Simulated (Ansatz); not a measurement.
Coupled-cluster diagnostics for (KH)4 ring (K₄H₄), Ansatz.

Geometry of the singlet (PBE0-D4/def2-SVP):

Cartesian coordinates in Å:
```
K -1.695 2.741 -0.161
K 1.598 1.127 2.569
K 1.694 -2.742 0.162
K -1.597 -1.126 -2.570
H -0.068 2.686 1.672
H 2.295 -1.126 1.903
H 0.068 -2.686 -1.672
H -2.295 1.126 -1.903
```

Correlated methods freeze 20 core orbitals; core or outer-core shells of K are correlated, in sets that lack core-valence functions. Another isomer (singlet) lies 0.65 eV lower at PBE0-D4/def2-TZVP; other spin states weren't run for this one.

**Question.** Estimate the CCSD(T) correlation energy, the shares of MP2 and (T), T1 and the reference's ⟨S²⟩ for: charge 0, singlet, own geometry in def2-TZVP; and the rough time on 2 threads of Intel Xeon 6975P-C on a shared host.

**Answer.** 
```csv
state,basis,correlation (eV),MP2 share (%),(T) share (%),T1,⟨S²⟩ (pure),wall time
"charge 0, singlet, own geometry",def2-TZVP,-21.568,89.9,1.2,0.010,0.00 (0.00),24 s
```
Customary marks for T1 are 0.02 (closed shells), 0.045 (open shells) and about 0.05 (3d metals). T1 stays under 0.02 throughout.
